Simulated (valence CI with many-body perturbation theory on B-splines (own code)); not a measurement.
Missing levels of Nd55+

Level of theory: relativistic CI+MBPT: three valence electrons over a frozen Dirac-Fock core [He], a basis of 11 s, 11 p, 10 d, 8 f, 5 g, 2 h functions for each j, with the one-electron correlation potential Σ1, the two-electron term Σ2, the three-electron term Σ3, Breit, model QED; selected CI, second order for the rest, scaled by the run's own slope (own B-spline code, finite nucleus).

The last digits are not significant, and no measured levels were compared; by estimate large intervals hold to a few tenths of a per cent, small ones and those within an open d or f shell to about a per cent.

```tsv
Level	E (Ry)
(2s^2 2p1/2) J=1/2	0.00
(2s 2p1/2^2) J=1/2	14.13
(2s^2 2p3/2) J=3/2	?
(2s 2p1/2 2p3/2) J=3/2 [a]	51.77
(2s 2p1/2 2p3/2) J=5/2	54.34
(2s 2p1/2 2p3/2) J=1/2	58.43
(2s 2p1/2 2p3/2) J=3/2 [b]	58.51
(2p1/2^2 2p3/2) J=3/2	73.44
(2s 2p3/2^2) J=5/2	?
(2s 2p3/2^2) J=1/2	101.16
(2s 2p3/2^2) J=3/2	101.23
(2p1/2 2p3/2^2) J=3/2	112.64
(2p1/2 2p3/2^2) J=5/2	?
(2p1/2 2p3/2^2) J=1/2	117.40
(2p3/2^3) J=3/2	157.17
(2s^2 3s) J=1/2	?
(2s^2 3p1/2) J=1/2	487.50
(2s 2p1/2 3s) J=1/2 [a]	492.17
(2s 2p1/2 3s) J=3/2	?
(2s 2p1/2 3s) J=1/2 [b]	?
```

Levels are named by their leading jj configuration (3d3/2^4 stands for four electrons in 3d with j = 3/2), which in mixed levels can hold well under half, so a name can repeat and another be missing. Letters in brackets count levels of one name in rising energy.

(1) The levels stand in rising order. What does the calculation give for the missing energies?

Answers

(1) (2s^2 2p3/2) J=3/2 41.91; (2s 2p3/2^2) J=5/2 95.00; (2p1/2 2p3/2^2) J=5/2 114.19; (2s^2 3s) J=1/2 482.68; (2s 2p1/2 3s) J=3/2 493.71; (2s 2p1/2 3s) J=1/2 [b] 495.46.
